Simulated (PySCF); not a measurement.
These compounds are isomers of formula C8H11P.

A. `CPc1ccc(C)cc1`
B. SMILES C=CP1C=CC(C)C=C1
C. `C=Cp1c(C)ccc1C`
D. `InChI=1S/C8H11P/c1-3-8-7(2)5-4-6-9-8/h4-6H,3H2,1-2H3`

Spectrum 1. $^{13}$C{$^{1}$H} NMR (computed): δ 161.2 (C), 148.7 (CH), 142.4 (CH2), 141.5 (CH), 20.2 (CH3).

Spectrum 2. $^{13}$C{$^{1}$H} NMR (computed): δ 143.9 (C), 142.6 (C), 138.0 (CH), 134.4 (CH), 24.0 (CH3), 14.0 (CH3).

Spectrum 3. $^{13}$C{$^{1}$H} NMR (computed): δ 185.4 (C), 162.1 (CH), 146.8 (C), 136.5 (CH), 136.5 (CH), 33.6 (CH2), 25.5 (CH3), 16.8 (CH3).

Spectrum 4. $^{13}$C{$^{1}$H} NMR (computed): δ 149.0 (CH), 143.0 (CH), 138.8 (CH), 134.1 (CH2), 37.9 (CH), 19.4 (CH3).

One conformer, gas phase, non-relativistic, averaged over atoms made equivalent by symmetry, fast rotation or ring inversion. NMR shieldings at PBE0/pcSseg-1/GIAO; coordinates at the GFN2-xTB level; PySCF 2.14.0 with density-fitted response routines.

Referencing at the same level of theory: $^{13}$C against TMS. Splittings of carbon signals by F and P are missing where no couplings were computed. Shifts are as computed. Against solution values, carbons near 30 ppm lie about +3 ppm off and those near 130 ppm about +5 ppm. Of 1211 compounds with measured shifts, 218 miss one by over three times the rms of a fit or turn the order of signals round; such compounds aren't used in these exercises.

Which spectrum belongs to which compound?

Answers

1–C, 2–A, 3–D, 4–B.

- Spectrum 1 (C): 5 $^{13}$C signals; δC 148.7 is an alkene CH; δC 142.4 is a terminal =CH2 carbon.
- Spectrum 2 (A): 6 $^{13}$C signals; δC 138.0 is an aromatic CH; δC 134.4 is an aromatic CH.
- Spectrum 3 (D): 8 $^{13}$C signals; δC 136.5 is an aromatic CH; δC 136.5 is an aromatic CH.
- Spectrum 4 (B): 6 $^{13}$C signals; δC 149.0 is an alkene CH; δC 143.0 is an alkene CH.
